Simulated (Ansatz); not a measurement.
Pulling on the Cd1–F2 bond in CdFI (SMILES [F][Cd][I]) (multiplicity 1 held, fragments rigid). Energies count from the point at 1.953 Å.
Geometry at that point (charge 0, multiplicity 1):
| atom | x (Å) | y (Å) | z (Å) |
|---|---|---|---|
| Cd | 0.0000 | 0.0000 | -1.0853 |
| F | 0.0000 | 0.0000 | -3.0387 |
| I | 0.0000 | 0.0000 | 1.4989 |

Signs of static correlation in def2-TZVPP, with CASSCF(6,4), from Ansatz (a first-principles code) runs.

| R (Å) | T1 of restricted CCSD | ⟨S²⟩ of UHF | largest double amplitude of restricted CCSD | weight of the CASSCF reference in MRCISD | CASSCF natural occupations |
|---|---|---|---|---|---|
| 1.563 | 0.014 | 0.000 | 0.037 | 0.883 | 2.00 2.00 1.99 0.01 |
| 1.758 | 0.016 | 0.000 | 0.037 | 0.882 | 2.00 2.00 1.99 0.01 |
| 1.953 | 0.017 | 0.000 | 0.040 | 0.882 | 2.00 2.00 1.98 0.02 |
| 2.149 | 0.019 | 0.000 | 0.045 | 0.882 | 2.00 2.00 1.97 0.03 |
| 2.344 | 0.021 | 0.000 | 0.049 | 0.881 | 2.00 2.00 1.96 0.04 |
| 2.637 | ? | 0.000 | 0.068 | 0.881 | 2.00 2.00 1.92 0.08 |
| 2.930 | 0.036 | 0.815 | 0.097 | 0.882 | 2.00 2.00 1.83 0.17 |
| 3.419 | 0.061 | 0.966 | ? | 0.884 | 2.00 2.00 1.52 0.48 |
| 3.907 | 0.109 | 1.000 | 0.392 | 0.885 | 2.00 2.00 1.27 0.73 |
| 4.493 | 0.066 | 1.009 | 0.082 | 0.885 | 2.00 2.00 1.12 0.88 |
| 5.274 | 0.052 | 1.011 | 0.083 | 0.885 | 2.00 2.00 1.04 0.96 |
| 6.251 | 0.295 | 1.012 | 2.459 | 0.885 | 2.00 2.00 1.00 1.00 |

Complete the blanks.


- 2.637, T1 of restricted CCSD: 0.027
- 3.419, largest double amplitude of restricted CCSD: 0.180

Doubts at one or more of the structures used: active orbitals that take no part (SC-NEVPT2 on CASSCF(6,4)/def2-TZVPP); a restricted determinant that unrestricted orbitals would lower (R-CCSD(T)/def2-TZVPP); T1 above 0.05 (R-CCSD(T)/def2-TZVPP, U-CCSD(T)/def2-TZVPP); other coupled-cluster roots lie near (R-CCSD(T)/def2-TZVPP); a spin-contaminated determinant (U-CCSD(T)/def2-TZVPP); the program's own flag: other amplitudes (U-CCSD(T)/def2-TZVPP).
